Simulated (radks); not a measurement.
Values are calculated unless marked as measured or tabulated.
Q: These are the eigenvalues of the occupied orbitals of an atom or ion with whole-number occupations (eV). Level of theory: Dirac Kohn-Sham, BLYP, spin-unpolarised, spherical densities, finite nucleus; Fermi nuclear charge, rms radius of each element as measured or else 0.836 A^(1/3) + 0.57 fm (a radial shooting solver on a logarithmic mesh with Libxc functionals).

1s1/2: -7086.282
2s1/2: -908.1045
2p1/2: -795.2845
2p3/2: -782.8003
3s1/2: -175.5391
3p1/2: -141.9554
3p3/2: -140.2358
3d3/2: -85.9101
3d5/2: -85.6878

Which element is it, and in what charge state? The configuration may be excited. Open shells, if any, are shared by 2j + 1.

A: Z = 26, iron, charge +5: Fe5+ in [Ar] 3d3. The list shows which subshells hold electrons but not how many an open one holds; the 1s level, -260.42 hartree, gives Z - s = 22.8 by -(Z - s)^2/2, which with screening and relativity narrows Z to a few neighbours, and the depths of the outer levels then fix element, charge and occupations together.
